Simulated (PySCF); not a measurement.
Computed with PySCF, B3LYP, basis C def2-TZVP, Se def2-TZVP (no relativity, density fitting). Open shells, if any, are unrestricted.

Problem. What shape and geometry does isolated singlet CSe2 take (every ligand bound to C)?

Solution. Counting electrons, carbon keeps none of its valence electrons outside its bonds, so the VSEPR class is AX2 and the expected shape is linear (D∞h), as computed. The lowest minimum found is a singlet of D∞h symmetry with C–Se 1.697 Å (×2); Se–C–Se 180.0°. Its harmonic wavenumbers are 323 (πu), 378 (σg+), 1321 (σu+) cm⁻¹ and its dipole moment is 0.00 D.
